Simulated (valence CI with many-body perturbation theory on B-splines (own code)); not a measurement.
Values are calculated unless marked as measured or tabulated.
# Ir LXXII in three bases

Method: relativistic CI+MBPT: four valence electrons over a frozen Dirac-Fock core [He], a basis of 9 s, 9 p, 8 d, 6 f, 3 g, 1 h functions for each j, with the one-electron correlation potential Σ1, the two-electron term Σ2, the three-electron term Σ3, Breit, model QED; selected CI, second order for the rest, scaled by the run's own slope (own B-spline code, finite nucleus).

No measured spectrum was set against this ion. As an estimate, large intervals hold to a few tenths of a per cent, small ones and those within an open d or f shell to about a per cent.

The reference run has the lowest level (2s^2 2p1/2^2) J=0 and an ionisation energy of 20214.4 eV. Its largest variational space holds 20000 state functions.

Levels are named by their leading jj configuration (3d3/2^4 stands for four electrons in 3d with j = 3/2), which in mixed levels can hold well under half, so a name can repeat and another be missing. Letters in brackets count levels of one name in rising energy.

Changed runs:
A. basis 6 s, 6 p, 5 d, 3 f, 1 g
B. basis 5 s, 5 p, 4 d, 2 f

Excitation energies of the reference run in eV, and shifts in cm⁻¹:

| Level | Reference | A | B |
| --- | --- | --- | --- |
| (2s^2 2p1/2 2p3/2) J=1 | 1698.8 | +139 | -110 |
| (2s^2 2p1/2 2p3/2) J=2 | 1717.0 | +307 | +295 |
| (2s 2p1/2^2 2p3/2) J=2 | 2021.7 | -13 | -432 |
| (2s 2p1/2^2 2p3/2) J=1 | 2114.6 | +58 | -29 |
| (2s^2 2p3/2^2) J=2 | 3442.7 | +311 | +63 |
| (2s^2 2p3/2^2) J=0 | 3509.5 | +230 | +203 |
| (2s 2p1/2 2p3/2^2) J=2 [a] | 3690.4 | -12 | -762 |
| (2s 2p1/2 2p3/2^2) J=3 | 3735.8 | +333 | -32 |
| (2s 2p1/2 2p3/2^2) J=0 | 3803.7 | -32 | -346 |
| (2s 2p1/2 2p3/2^2) J=1 [a] | 3827.6 | +204 | -88 |
| (2s 2p1/2 2p3/2^2) J=2 [b] | 3836.3 | +344 | +294 |
| (2s 2p1/2 2p3/2^2) J=1 [b] | 3841.1 | +182 | +12 |
| Ionisation energy (eV) | 20214.4 | +0.028 | -0.064 |
